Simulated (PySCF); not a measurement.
Problem. What does the GFN2-xTB structure of `C=C(/C=C\C#N)CC` look like in three dimensions?

Solution. 
```
atom  x, y, z in Å
C1     0.0970   -1.0520    1.9727
C2    -0.1817   -0.4800    0.7966
C3    -1.1816    0.5683    0.7561
C4    -1.6731    1.2364   -0.3012
C5    -1.3333    1.0893   -1.6548
N6    -1.1194    1.0406   -2.7829
C7     0.5530   -0.8895   -0.4484
C8     1.6845    0.0919   -0.7599
H9     0.8254   -1.8399    2.0573
H10   -0.3948   -0.7583    2.8851
H11   -1.5894    0.8293    1.7259
H12   -2.4337    1.9932   -0.1428
H13   -0.1316   -0.9324   -1.2955
H14    0.9752   -1.8855   -0.3023
H15    2.3815    0.1420    0.0743
H16    2.2230   -0.2303   -1.6472
H17    1.2921    1.0891   -0.9429
```

Orientation and origin are arbitrary. Atoms count from 1 in this order. Of the pairs four or more bonds apart, C5···H13 is among the closest relative to their van der Waals radii: 2.38 Å, 82 % of the sum of Bondi's values. The 6 C–C bonds span 1.337 Å (C1=C2, drawn double) to 1.530 Å (C7–C8, drawn single), a spread of 0.193 Å.

Bonds between heavy atoms (Å): C1=C2 1.337, C2–C3 1.449, C3=C4 1.344, C4–C5 1.403, C5≡N6 1.149, C2–C7 1.502, C7–C8 1.530.

The geometry is computed with GFN2-xTB (gas phase).

Point group: C1 (no symmetry element, even within 0.4 Å). Stationary, but not proved a minimum. The numbers are those of one conformer (C1–C2–C3–C4 -176°, C1–C2–C7–C8 -98°).
